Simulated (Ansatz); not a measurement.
Breaking a bond: MgC, lowest singlet found (which spin is the ground state isn't settled by this scan).

RHF/aug-cc-pVDZ (Ansatz, an electronic-structure program); RMP2 = MP2 on RHF/aug-cc-pVDZ, frozen core (Ansatz); RCCSD = CCSD on RHF/aug-cc-pVDZ, frozen core (Ansatz); RCCSD(T) = CCSD(T) on RHF/aug-cc-pVDZ, frozen core (Ansatz); RCCSDT = CCSDT on RHF/aug-cc-pVDZ, frozen core (Ansatz); RCCSDT(Q) = Ansatz with CCSDT(Q) on RHF/aug-cc-pVDZ, frozen core; RKS-BLYP = restricted BLYP/aug-cc-pVDZ (Ansatz); RKS-PBE0 = restricted PBE0/aug-cc-pVDZ run with Ansatz; RKS-PBE = restricted PBE/aug-cc-pVDZ (Ansatz); FCI = full CI/aug-cc-pVDZ, frozen core run with Ansatz.

All curves are set to zero at 2.14 Å and compared with full CI in the same basis at 2.14, 2.19, 2.24, 2.35, 2.44, 2.60, 2.76, 2.92, 3.16, 3.49 Å.

Question: Which method stays most parallel to full CI over these points, and which least?

Answer: RCCSDT(Q) has the smallest spread and RHF the largest. In order (kJ/mol): RCCSDT(Q) 1.77, RKS-BLYP 5.05, RKS-PBE0 5.41, RCCSDT 7.79, RCCSD(T) 8.92, RKS-PBE 16.84, RMP2 22.16, RCCSD 28.01, RHF 114.35.

Errors against full CI at some of the points (kJ/mol):

| method | 2.60 Å | 3.16 Å | 3.49 Å |
|---|---|---|---|
| RCCSDT(Q) | -0.2 | 1.3 | 1.3 |
| RKS-BLYP | -0.8 | -2.6 | 2.1 |
| RKS-PBE0 | 0.8 | -3.5 | -0.7 |
| RCCSDT | -1.6 | -5.3 | -7.8 |
| RCCSD(T) | 0.8 | -3.8 | -8.1 |
| RKS-PBE | 3.7 | 8.8 | 16.8 |
| RMP2 | 15.9 | 0.5 | -6.3 |
| RCCSD | -3.7 | -20.0 | -28.0 |
| RHF | -44.2 | -97.9 | -114.4 |

The scan ran from 1.57 to 7.42 Å; beyond the distances shown full CI changes its symmetry label. The restricted form behind RHF, RMP2, RKS-BLYP, RKS-PBE0, RKS-PBE keeps the bonding electrons paired and can't separate into open-shell fragments. The T1 diagnostic of CCSD on the restricted reference of RMP2, RCCSD, RCCSD(T), RCCSDT, RCCSDT(Q) exceeds 0.045 at 1.89 to 2.92 Å. At the minimum RCCSD lies far from FCI: another state is possible. Also computed but left out beside FCI, since their determinant holds another spin at the minimum (<S²> over 0.7 above the pure value): UHF, UMP2, UCCSD, UCCSD(T), UCCSDT, UCCSDT(Q), UKS-BLYP, UKS-PBE0, UKS-PBE, UKS-B3LYP/6-31G*, UKS-B3LYP/6-311+G**, UHF/LANL2DZ, UKS-LDA (SVWN5)/6-31G*.
